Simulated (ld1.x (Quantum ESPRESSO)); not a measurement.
**Cu (Z = 29): one change to a PAW potential, before and after**

* Element: copper
* Generator: ld1.x (Quantum ESPRESSO) 7.5
* Type: PAW
* Functional: PBE
* Relativity: scalar-relativistic
* Frozen core: [Ne] 3s2
* Valence charge: 17
* Reference configuration: 3p6 3d10 4s1 4p0
* Partial waves: 4s (bound): rcut 2.20, rcutus 2.45 bohr; 4s channel at 0.05 Ry: rcut 2.20, rcutus 2.45 bohr; 3p (bound): rcut 1.10, rcutus 1.30 bohr; 4p (bound, empty): rcut 1.10, rcutus 1.30 bohr; 3d (bound): rcut 1.20, rcutus 1.55 bohr; 3d channel at -0.05 Ry: rcut 1.20, rcutus 1.55 bohr
* Local potential: all-electron potential smoothed inside 1.25 bohr (lloc = -1)
* Core correction: Bessel-smoothed model core, default radius (core density twice the valence density)
* Augmentation charge: BESSEL, radius 0.85 bohr

Change: all radii but the core radius scaled by about 1.09 (s 2.66, p 1.42, d 1.68 bohr, rcut 2.40/1.20/1.30); local potential all-electron potential smoothed inside 1.36 bohr (lloc = -1); augmentation BESSEL, radius 0.92 bohr.

Cutoffs: the cutoffs (Ry, on a coarse ladder) from which the occupation-weighted sum of valence levels, in a spherical-Bessel basis at the reference potential, stays within 10 and 1 mRy of its value at 400 Ry; they do not see the model core or the augmentation charge, which bear on the density cutoff. Errors are all-electron minus pseudo energies relative to the spin-unpolarised reference configuration.

Task: What does the change do?

Result: The potential gets softer (70 Ry and 110 Ry → 50 Ry and 80 Ry); both files keep a bound ghost (s); the number of tests that count goes from 7 to 6; of the 6 tests that both files solve, the error grows in 4 and shrinks in 0 by more than 15 % and 0.3 meV (median size 11.4 → 32.2 meV). A larger radius leaves more room for a smooth pseudo-wave, so fewer plane waves are needed. More of the atom is replaced by a form fitted at one configuration, so other configurations suffer.

| quantity | base | changed |
| --- | --- | --- |
| cutoff, loose | 70 Ry | 50 Ry |
| cutoff, tight | 110 Ry | 80 Ry |
| loose cutoff by channel (10 mRy a level) | s 6 Ry, p 40 Ry, d 40 Ry | s 6 Ry, p 35 Ry, d 35 Ry |
| bound ghosts | s | s |
| tests counted (converged, no solver errors) | 7 of 7 | 6 of 7 |
| error for 3p6 3d10 4s0 4p0, meV [ΔE 8.15 eV] | +8.5 | +8.5 |
| error for 3p6 3d9 4s0 4p0, meV [ΔE 29.48 eV] | -7.1 | -11 |
| error for 3p6 3d9 4s2 4p0, meV [ΔE 1.97 eV] | -30 | -118 |
| error for 3p6 3d9 4s1 4p0, meV [ΔE 11.58 eV] | -14 | -54 |
| error for 3p5 3d10 4s1 4p0, meV [ΔE 79.53 eV] | -49 | -99 |
| error for 3p6 3d10 4s0 4p1, meV [ΔE 4.14 eV] | +7.1 | +6.7 |
| lowest overlap eigenvalue by channel | s 0.19, p 0.12, d 1.00 | s 0.18, p 0.10, d 1.00 |

Changed file: Tests not counted: 3p6 3d8 4s0 4p0 (solver errors, printed error -3326 eV). A true bound ghost makes a file unfit for plane-wave use even where its test errors are small: the radial tests pick states by their node count and pass the ghost by. Where a test does run into it, the solver fails or the error is huge.
